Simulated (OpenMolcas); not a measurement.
# C I: effect of the active space

| Property | Result |
| --- | --- |
| Program | OpenMolcas |
| Method | SS-CASPT2, IPEA 0.25 Eh, imaginary shift 0.1 Eh |
| Basis | ANO-RCC-VDZP |
| Scalar Hamiltonian | DKH2, point nucleus |
| Spin-orbit coupling | RASSI with atomic mean-field integrals over the reference wave functions, term energies averaged over their components |

A. 2 electrons in 3 orbitals (2p); 2S+1 = 3 even, 3 roots; 2S+1 = 1 even, 6 roots; closed shells correlated: 1s 2s; CASPT2 step about 0.5 core-seconds
B. 4 electrons in 4 orbitals (2s 2p); 2S+1 = 3 even, 3 roots; 2S+1 = 1 even, 6 roots; 2S+1 = 5 odd, 1 root; 2S+1 = 3 odd, 8 roots; closed shells correlated: 1s; CASPT2 step about 1.1 core-seconds

Energies in eV above 2s2 2p2 3P0, the measured ground level; measured values from NIST Handbook of Basic Atomic Spectroscopic Data.

```json
{"Level": "2s2 2p2 3P0", "A": "0.0000", "B": "0.0000", "Measured": "0.0000"}
{"Level": "2s2 2p2 3P1", "A": "0.0019", "B": "0.0019", "Measured": "0.0020"}
{"Level": "2s2 2p2 3P2", "A": "0.0057", "B": "0.0055", "Measured": "0.0054"}
{"Level": "2s2 2p2 1D2", "A": "1.445", "B": "1.402", "Measured": "1.2637"}
{"Level": "2s2 2p2 1S0", "A": "3.173", "B": "2.757", "Measured": "2.6840"}
```

Deviations, from unrounded energies. A percentage is the sum of absolute deviations over the sum of measured energies, with the sign that they share, or ± where signs differ.

```
                        Against measurement  Levels      A     B
             mean absolute deviation (cm-1)       4   1400   430
      fine structure of the ground term (%)       2   ±6.2  ±4.4
other terms of the ground configuration (%)       2  +17.0  +5.4
```

B lies closest to measurement on these levels. The largest miss of B in the table is 2s2 2p2 1D2, by +1100 cm-1. The ranking rests on the paired levels alone, and a cruder setting can come out closer through cancelling errors.

Between A and B the level of the table that moves most is 2s2 2p2 1S0, by 3300 cm-1 (lowest in B, highest in A). Moves below CASPT2's spread within the term are not significant.

Term energies are means over components that CASPT2 splits; among the terms shown or strongly mixed into the levels shown the widest spread is 160 cm-1 (2s2 2p2 1D, A). With the s shell closed, the reference lacks s² → p² mixing (holds for A). Some terms miss by over 15 % even with CASPT2, which points to a basis or an active space too small for the shells correlated (holds for A). Measured partners are found by configuration, term and J. A level has none where our copy of the source lacks it or the pairing is in doubt (some pairs that miss far off the trend of their configuration count as doubtful), and it then counts in no deviation. Levels of configurations outside the active space are missing. Levels that lie high or do not pair safely by name in every column are left out.
